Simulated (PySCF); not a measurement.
Worked example: oscillator strength and radiative lifetime

FGeH₅SSi, SMILES F[SiH2][S][GeH3].

Geometry optimised at ωB97X-D3(BJ)/def2-SVP. This is a generated structure with no PubChem entry under its InChIKey; it may be hypothetical. One conformer was computed; it need not be the lowest.

TDA-PBE0/def2-SVPD run with PySCF 2.14.0 puts the first singlet state with f over 0.02 at 7.27 eV (vertical), with the transition dipole (0.048, 0.295, 0.241) in atomic units.

Task: Find the oscillator strength, the wavelength and the radiative lifetime that this transition would have in vacuum if emission retraced absorption.

Result: 
|μ|² = 0.1474 au, so |μ| = 0.98 D. ΔE = 7.27/27.211 = 0.2672 hartree. f = (2/3) ΔE |μ|² = 0.026 (the program prints 0.026).
λ = 1239.84/7.27 = 171 nm; ν = 58636 cm⁻¹.
Einstein's coefficient A = 0.6670 ν² f s⁻¹ (ν in cm⁻¹) = 6.0e7 s⁻¹, so τ = 1/A = 17 ns. This state is S5; the lower singlets have f = 0.013, 0.011, 0.011, 0.012. The figure is the radiative limit of this one transition; relaxation, internal conversion, crossing to triplets and a medium change what is measured.
